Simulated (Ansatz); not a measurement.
A nudged elastic band was laid between two geometries of CH$_{9}$BOSSi$_{2}$ (15 atoms, charge 0, multiplicity 1).

Theory: Ansatz, RKS PBE0/6-31G*.

```yaml
movable_images: 9
climbing_image: yes
spring: 5.0 eV/Å²
optimiser: quadratic models (default)
start_path: IDPP
force_threshold: 0.05 eV/Å
iteration_limit: 33
end_points: relaxed
```

Initial state:

```xyz
15
Properties=species:S:1:pos:R:3
B -0.872 -1.822 -0.692
O -0.198 -0.715 -1.067
C 0.582 0.029 -0.141
Si 2.363 0.188 -0.824
S -0.084 1.716 0.090
Si -1.826 1.297 1.270
H -0.833 -2.192 0.453
H -1.486 -2.390 -1.548
H 0.592 -0.485 0.830
H 3.222 0.823 0.211
H 2.863 -1.180 -1.128
H 2.339 1.013 -2.058
H -2.795 0.435 0.537
H -1.448 0.613 2.538
H -2.441 2.619 1.555
```

Final state:

```xyz
15
Properties=species:S:1:pos:R:3
B -0.618 -2.038 -0.044
O -0.021 -1.065 -0.764
C 0.593 0.053 -0.138
Si 2.373 0.238 -0.815
S -0.308 1.602 -0.502
Si -2.042 1.359 0.737
H -0.645 -1.965 1.159
H -1.097 -2.943 -0.661
H 0.613 -0.099 0.950
H 3.071 -1.065 -0.646
H 2.312 0.605 -2.252
H 3.077 1.292 -0.038
H -2.852 0.178 0.327
H -1.646 1.194 2.164
H -2.832 2.603 0.554
```

Problem. Which bonds break or form, and what moves?

Solution. No bond is made or broken. The dihedral S5–C3–Si4–H12 goes from -55 to 66°.

Problem. Give the energies along the band, and the barrier.

Solution. The run converged. The highest image is number 5 of 0 to 10, 0.085 eV above the ends, which have the same energy within 2 meV. A vibrational analysis at the climbing image gives one clearly imaginary mode, 135i cm⁻¹: a first-order saddle point.

```json
{"image": "0", "path coordinate (Å)": "0.00", "energy (eV)": "0.000", "dihedral S5–C3–Si4–H12 (°)": "-55"}
{"image": "1", "path coordinate (Å)": "0.48", "energy (eV)": "0.008", "dihedral S5–C3–Si4–H12 (°)": "-43"}
{"image": "2", "path coordinate (Å)": "0.95", "energy (eV)": "0.028", "dihedral S5–C3–Si4–H12 (°)": "-32"}
{"image": "3", "path coordinate (Å)": "1.43", "energy (eV)": "0.055", "dihedral S5–C3–Si4–H12 (°)": "-19"}
{"image": "4", "path coordinate (Å)": "1.90", "energy (eV)": "0.077", "dihedral S5–C3–Si4–H12 (°)": "-7"}
{"image": "5", "path coordinate (Å)": "2.38", "energy (eV)": "0.085", "dihedral S5–C3–Si4–H12 (°)": "5"}
{"image": "6", "path coordinate (Å)": "2.85", "energy (eV)": "0.076", "dihedral S5–C3–Si4–H12 (°)": "18"}
{"image": "7", "path coordinate (Å)": "3.33", "energy (eV)": "0.054", "dihedral S5–C3–Si4–H12 (°)": "31"}
{"image": "8", "path coordinate (Å)": "3.81", "energy (eV)": "0.027", "dihedral S5–C3–Si4–H12 (°)": "43"}
{"image": "9", "path coordinate (Å)": "4.28", "energy (eV)": "0.007", "dihedral S5–C3–Si4–H12 (°)": "55"}
{"image": "10", "path coordinate (Å)": "4.76", "energy (eV)": "0.000", "dihedral S5–C3–Si4–H12 (°)": "66"}
```

Problem. What is the geometry of the highest image?

Solution. 
```xyz
15
Properties=species:S:1:pos:R:3
B -0.685 -2.001 -0.135
O -0.080 -1.006 -0.816
C 0.591 0.055 -0.149
Si 2.384 0.212 -0.840
S -0.271 1.649 -0.396
Si -2.008 1.366 0.833
H -0.663 -2.008 1.070
H -1.217 -2.848 -0.790
H 0.626 -0.161 0.927
H 3.335 -0.165 0.243
H 2.536 -0.725 -1.982
H 2.655 1.606 -1.274
H -2.851 0.234 0.360
H -1.607 1.103 2.244
H -2.767 2.639 0.735
```

Problem. What are the harmonic wavenumbers there?

Solution. 135i, 53, 75, 114, 122, 193, 257, 307, 388, 463, 515, 564, 616, 620, 631, 766, 812, 906, 919, 924, 940, 941, 954, 967, 1038, 1042, 1204, 1226, 1346, 1395, 2254, 2262, 2262, 2286, 2291, 2296, 2586, 2708, 3067 cm⁻¹.

The run took 4.5 min on 2 threads of Arm Neoverse V1, with other jobs on the host, peak memory 0.32 GiB.
